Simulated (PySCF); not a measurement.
## What the low excited states add to the polarisability

Compound: pivalamide, C5H11NO.
Geometry (GFN2-xTB, Å), atoms numbered from 1 in this order:
```
atom  x, y, z in Å
C1    -0.0587    0.2783    1.5043
C2    -0.2633    0.0237    0.0068
C3    -1.6872   -0.4790   -0.2335
C4    -0.0365    1.3128   -0.7911
C5     0.7150   -1.0583   -0.4712
N6     2.0262   -0.7546   -0.3197
O7     0.3663   -2.1126   -0.9513
H8     0.9212    0.7013    1.7148
H9    -0.8113    0.9780    1.8621
H10   -0.1599   -0.6493    2.0631
H11   -2.4124    0.2625    0.0929
H12   -1.8555   -1.4033    0.3124
H13   -1.8396   -0.6837   -1.2897
H14    0.9449    1.7423   -0.5999
H15   -0.1258    1.1185   -1.8578
H16   -0.7869    2.0505   -0.5138
H17    2.7102   -1.4307   -0.6155
H18    2.3445    0.1100    0.0756
```

Theory: PySCF, TDDFT PBE0/def2-SVPD, vertical, gas phase, core orbitals frozen in the response.

Excitation energies and transition dipoles (atomic units, axes of the coordinates) of those of the lowest 6 singlets that add 0.02 au or more to the mean polarisability:

```csv
state,ΔE (hartree),μx,μy,μz
S1,0.2093,-0.001,-0.035,0.077
S2,0.2421,-0.221,-0.022,-0.012
S3,0.2573,0.002,0.095,-0.211
S4,0.2734,0.069,0.458,0.207
S5,0.2847,0.457,-0.360,-0.158
S6,0.2866,-0.846,-0.229,-0.113
```

Q: What does each state add to αxx, αyy and αzz, and how do the sums compare with the full static tensor?

A: Each state adds 2 μα² / ΔE.

```
        state  αxx (au)  αyy (au)  αzz (au)
           S1      0.00      0.01      0.06
           S2      0.40      0.00      0.00
           S3      0.00      0.07      0.35
           S4      0.03      1.54      0.31
           S5      1.46      0.91      0.18
           S6      5.00      0.37      0.09
 all 6 states       6.9       2.9       1.0
full response      76.7      73.1      66.4
    share (%)         9         4         1
```

The rest comes from the higher roots of the same response equations.

Q: Give the full tensor and its principal values.

A: In au, rows and columns x, y, z:
```
x   76.7  0.4  0.3
y    0.4 73.1  3.8
z    0.3  3.8 66.4
```
Principal values 64.7, 74.7 and 76.8 au; mean 72.0 au (10.68 Å³).

Q: By how much does the contribution of these states grow at 589.3 nm?

A: With ω = 0.0773 hartree each state's term in the mean polarisability goes from f / ΔE² to f / (ΔE² − ω²), f = (2/3) ΔE |μ|²; the sum over all 6 states goes from 3.59 to 3.89 au, a rise of 0.30 au.

A one-level model with all 42 active electrons at a single energy would need ΔE = √(N/α) = 20.8 eV to give this α, against S1 at 5.69 eV.

One conformer stands for the species.
